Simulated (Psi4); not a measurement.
bromine monochloride (BrCl), singlet, geometry from GFN2-xTB.

Here is a job for Psi4.
```
memory 2 GB

molecule {
0 1
Cl   -0.00000000   -0.00000000   -1.43741497
Br    0.00000000    0.00000000    0.69817298
}

set {
  basis 3-21g
}

energy('cam-b3lyp')
print_variables()
```

Task: What does this run give for the dipole moment, total energy, nuclear repulsion energy, number of basis functions?

Result: 
The dipole moment comes out as 1.04 D and the total energy is -3019.8437 Eh. The nuclear repulsion energy is 147.4350 Eh and the number of basis functions is 36.
